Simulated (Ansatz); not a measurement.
Geometry optimisation, RKS PBE/def2-SVP (Ansatz 0.2.0).

input.yaml

```yaml
crystal:
  periodic: [false, false, false]
  atoms:
    - { symbol: Zn, position_ang: [-0.057857, 0.667947, -1.091369] }
    - { symbol: S, position_ang: [-0.953597, -2.301547, 0.660875] }
    - { symbol: O, position_ang: [-1.209097, -0.026291, -2.294669] }
    - { symbol: H, position_ang: [-0.382907, -1.138969, 1.092176] }
    - { symbol: Si, position_ang: [1.019354, 1.194402, 0.90646] }
    - { symbol: H, position_ang: [-1.38593, -1.682247, -0.48679] }
    - { symbol: H, position_ang: [-0.790676, -0.584945, -2.970902] }
    - { symbol: H, position_ang: [1.91336, 0.054894, 1.3236] }
    - { symbol: H, position_ang: [-0.011997, 1.372166, 1.992447] }
    - { symbol: H, position_ang: [1.859248, 2.444589, 0.868172] }
basis:
  gaussian: { orbitals: def2-SVP }
hamiltonian:
  xc: pbe
relax:
  f_tol: 0.03
  max_steps: 50
```

Launched with:

```bash
$ ansatz run input.yaml --threads 2 --pin off --max-ram 3072MiB --backend cpu --events-out ev --progress --plain --runs-dir out
```

Q: Where does it end, and by what steps?

A: It converged. After 18 steps the energy has fallen by 0.406 eV; H4 moved furthest, 1.88 Å. Joined: Zn1–S2.

| step | energy less start (eV) | largest force component (eV/Å) | accepted |
| --- | --- | --- | --- |
| 0 | 0.0000 | 0.249 | yes |
| 1 | -0.0637 | 0.270 | yes |
| 2 | -0.0958 | 0.844 | yes |
| 3 | -0.1489 | 0.630 | yes |
| 4 | -0.1975 | 0.197 | yes |
| 5 | -0.2305 | 0.792 | yes |
| 6 | -0.2692 | 0.491 | yes |
| 7 | -0.2996 | 0.511 | yes |
| 8 | -0.3220 | 0.973 | yes |
| 9 | -0.3467 | 0.536 | yes |
| 10 | -0.3730 | 0.330 | yes |
| 11 | -0.3934 | 0.299 | yes |
| 12 | -0.3984 | 0.296 | yes |
| 13 | -0.3942 | 0.216 | no |
| 14 | -0.4033 | 0.078 | yes |
| 15 | -0.4043 | 0.083 | yes |
| 16 | -0.4044 | 0.221 | yes |
| 17 | -0.4059 | 0.111 | yes |
| 18 | -0.4065 | 0.016 | yes |

```xyz
10
Properties=species:S:1:pos:R:3
Zn -0.019 0.096 -0.432
S -0.958 -2.324 0.322
O -1.044 -0.486 -1.867
H -2.122 -1.770 0.763
Si 1.324 1.394 0.985
H -1.208 -1.876 -1.012
H -0.921 -0.144 -2.771
H 2.600 0.677 1.356
H 0.618 1.718 2.280
H 1.731 2.714 0.374
```

Run time: 25 s on 2 threads of Intel(R) Xeon(R) Platinum 8559C (Emerald Rapids) (shared host), peak memory 0.18 GiB.
